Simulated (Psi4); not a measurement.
ClMg, charge +1, singlet, geometry from GFN2-xTB (such geometries of metal compounds can be far from the true shape), atoms displaced at random by about 0.08 Å a coordinate; HF/def2-SVP, gradient in Psi4.

Input for Psi4:
```
memory 2 GB

molecule mol {
1 1
  Mg    0.013010   -0.066219   -1.118509
  Cl    0.023090   -0.127430    0.894111
symmetry c1
no_reorient
no_com
}

set basis def2-svp
set reference rhf

gradient('scf')
print_variables()
```

Output, abridged:

```
gradient() will perform analytic gradient computation.

   => Loading Basis Set <=

    Name: DEF2-SVP
    Role: ORBITAL
    Keyword: BASIS

         ---------------------------------------------------------
                                   SCF
               by Justin Turney, Rob Parrish, Andy Simmonett
                          and Daniel G. A. Smith
                              RHF Reference
         ---------------------------------------------------------

  ==> Geometry <==

    Molecular point group: c1
    Full point group: C1

    Geometry (in Angstrom), charge = 1, multiplicity = 1:

       Center              X                  Y                   Z               Mass
    ------------   -----------------  -----------------  -----------------  -----------------
         MG           0.013010000000    -0.066219000000    -1.118509000000    23.985041697000
         CL           0.023090000000    -0.127430000000     0.894111000000    34.968852682000

  Running in c1 symmetry.

  Rotational constants: A =     27.71236  B =      0.29040  C =      0.28739 [cm^-1]
  Rotational constants: A = 830795.69842  B =   8706.00139  C =   8615.71633 [MHz]
  Nuclear repulsion =   53.612160472699074

  Charge       = 1
  Multiplicity = 1
  Electrons    = 28
  Nalpha       = 14
  Nbeta        = 14

  ==> Algorithm <==

  SCF Algorithm Type is DF.
  DIIS enabled.
  MOM disabled.
  Fractional occupation disabled.
  Guess Type is SAD.
  Energy threshold   = 1.00e-08
  Density threshold  = 1.00e-08
  Integral threshold = 1.00e-12

  ==> Primary Basis <==

  Basis Set: DEF2-SVP
    Blend: DEF2-SVP
    Number of shells: 16
    Number of basis functions: 36
    Number of Cartesian functions: 38
    Spherical Harmonics?: true
    Max angular momentum: 2

   => Loading Basis Set <=

    Name: (DEF2-SVP AUX)
    Role: JKFIT
    Keyword: DF_BASIS_SCF

  ==> Integral Setup <==

  SCF_SUBTYPE=INCORE selected. In-core MEM_DF algorithm will be used.
  Using in-core AOs.

  ==> MemDFJK: Density-Fitted J/K Matrices <==

    J tasked:                   Yes
    K tasked:                   Yes
    wK tasked:                   No
    Algorithm:                 Core
    Schwarz Cutoff:           1E-12
    Mask sparsity (%):       0.7716
    Fitting Condition:        1E-10

   => Auxiliary Basis Set <=

  Basis Set: (DEF2-SVP AUX)
    Blend: DEF2-UNIVERSAL-JKFIT
    Number of shells: 72
    Number of basis functions: 240
    Number of Cartesian functions: 292
    Spherical Harmonics?: true
    Max angular momentum: 4

  Minimum eigenvalue in the overlap matrix is 1.9917056065E-02.
  Reciprocal condition number of the overlap matrix is 6.1367364680E-03.
    Using symmetric orthogonalization.

  ==> Pre-Iterations <==

  SCF Guess: Superposition of Atomic Densities via on-the-fly atomic UHF (no occupation information).

   -------------------------
    Irrep   Nso     Nmo
   -------------------------
     A         36      36
   -------------------------
    Total      36      36
   -------------------------

  ==> Iterations <==

                           Total Energy        Delta E     RMS |[F,P]|

   @DF-RHF iter SAD:  -658.53135000119391   -6.58531e+02   0.00000e+00
   @DF-RHF iter   1:  -658.63942889139821   -1.08079e-01   5.56678e-03 ADIIS/DIIS
   @DF-RHF iter   2:  -658.67040106019795   -3.09722e-02   2.54385e-03 ADIIS/DIIS
   @DF-RHF iter   3:  -658.67436246047737   -3.96140e-03   3.13707e-04 ADIIS/DIIS
   @DF-RHF iter   4:  -658.67456985744036   -2.07397e-04   7.27897e-05 DIIS
   @DF-RHF iter   5:  -658.67458765940387   -1.78020e-05   2.10550e-05 DIIS
   @DF-RHF iter   6:  -658.67458959737269   -1.93797e-06   3.61806e-06 DIIS
   @DF-RHF iter   7:  -658.67458963905744   -4.16848e-08   7.25469e-07 DIIS
   @DF-RHF iter   8:  -658.67458963998308   -9.25638e-10   1.26067e-07 DIIS
   @DF-RHF iter   9:  -658.67458964000548   -2.23963e-11   1.98669e-08 DIIS
   @DF-RHF iter  10:  -658.67458964000605   -5.68434e-13   2.75248e-09 DIIS
  Energy and wave function converged.

  ==> Post-Iterations <==

    Orbital Energies [Eh]
    ---------------------

    Doubly Occupied:

[...]
    Virtual:

[...]
      36A      1.303552

    Final Occupation by Irrep:
              A
    DOCC [    14 ]
    NA   [    14 ]
    NB   [    14 ]

  @DF-RHF Final Energy:  -658.67458964000605

   => Energetics <=

    Nuclear Repulsion Energy =             53.6121604726990739
    One-Electron Energy =               -1014.6528113878691784
    Two-Electron Energy =                 302.3660612751640429
    Total Energy =                       -658.6745896400060474

Computation Completed

Properties will be evaluated at   0.000000,   0.000000,   0.000000 [a0]

Properties computed using the SCF density matrix

 Multipole Moments:

 ------------------------------------------------------------------------------------
     Multipole            Electronic (a.u.)      Nuclear  (a.u.)        Total (a.u.)
 ------------------------------------------------------------------------------------

 L = 1.  Multiply by 2.5417464519 to convert [e a0] to [Debye]
 Dipole X            :         -1.0223790            1.0367982            0.0144192
 Dipole Y            :          5.5319602           -5.5953619           -0.0634017
 Dipole Z            :         -7.5030100            3.3595154           -4.1434945
 Magnitude           :                                                    4.1440047

 ------------------------------------------------------------------------------------

         ------------------------------------------------------------
                                   SCF GRAD
                          Rob Parrish, Justin Turney,
                       Andy Simmonett, and Alex Sokolov
         ------------------------------------------------------------

  ==> Geometry <==

    Molecular point group: c1
    Full point group: C1

    Geometry (in Angstrom), charge = 1, multiplicity = 1:

       Center              X                  Y                   Z               Mass
    ------------   -----------------  -----------------  -----------------  -----------------
         MG           0.013010000000    -0.066219000000    -1.118509000000    23.985041697000
         CL           0.023090000000    -0.127430000000     0.894111000000    34.968852682000

  Nuclear repulsion =   53.612160472699074

  ==> Basis Set <==

  Basis Set: DEF2-SVP
    Blend: DEF2-SVP
    Number of shells: 16
    Number of basis functions: 36
    Number of Cartesian functions: 38
    Spherical Harmonics?: true
    Max angular momentum: 2

  ==> DFJKGrad: Density-Fitted SCF Gradients <==

    Gradient:                    1
    J tasked:                  Yes
    K tasked:                  Yes
    wK tasked:                  No
    Integrals threads:           1
    Schwarz Cutoff:          1E-12
    Fitting Condition:       1E-10

   => Auxiliary Basis Set <=

  Basis Set: (DEF2-SVP AUX)
    Blend: DEF2-UNIVERSAL-JKFIT
    Number of shells: 72
    Number of basis functions: 240
    Number of Cartesian functions: 292
    Spherical Harmonics?: true
    Max angular momentum: 4

  -Total Gradient:
     Atom            X                  Y                   Z
    ------   -----------------  -----------------  -----------------
       1        0.000275417635    -0.001672479057     0.054991174760
       2       -0.000275417636     0.001672479057    -0.054991174748

  Variable Map:
  ----------------------------------------------------------------------------
[...]
  Array Variable Map:
  ----------------------------------------------------------------------------
[...]
[...]
```
